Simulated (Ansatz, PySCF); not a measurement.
Spin states of H2Zr (SMILES [ZrH2]), each relaxed with B3LYP-D3(BJ)/def2-TZVP.
State 1 (charge 0, multiplicity 3):
```xyz
3

Zr     0.437     0.108     0.407
H      0.014    -1.618    -0.159
H     -0.485     1.557    -0.319
```
State 2 (charge 0, multiplicity 1):
```xyz
3

Zr     0.429     0.106     0.400
H      0.013    -1.579    -0.157
H     -0.475     1.520    -0.313
```

Singlets are restricted, other states unrestricted; no spin–orbit coupling, no relativity up to Kr; see below for the cores. The largest T1 diagnostic is 0.025.

Correlated levels freeze the inner cores; with def2 sets outer-core shells near the valence are correlated too.

Programs: Ansatz (Gaussian basis) for Hartree–Fock, density functionals and correlated methods; PySCF for the dispersion terms. Values without a source in brackets are computed. In def2 rows elements past Kr take small-core potentials, without spin–orbit coupling.

Task: Give the energy of the multiplicity-1 state less that of the multiplicity-3 state at the level B2PLYP-D4/def2-TZVPP.

Result: 9.8 kcal/mol

Task: What energy of the multiplicity-1 state less that of the multiplicity-3 state does CCSD/def2-QZVPP give?

Result: 8.5 kcal/mol

Task: Give the energy of the multiplicity-1 state less that of the multiplicity-3 state at the level PBE-D3(BJ)/def2-TZVPP.

Result: 13.3 kcal/mol

Doubts at one or more of the structures used: a restricted determinant that unrestricted orbitals would lower (B2PLYP-D4/def2-TZVPP, CCSD/def2-QZVPP).

Ansatz is an electronic-structure program.
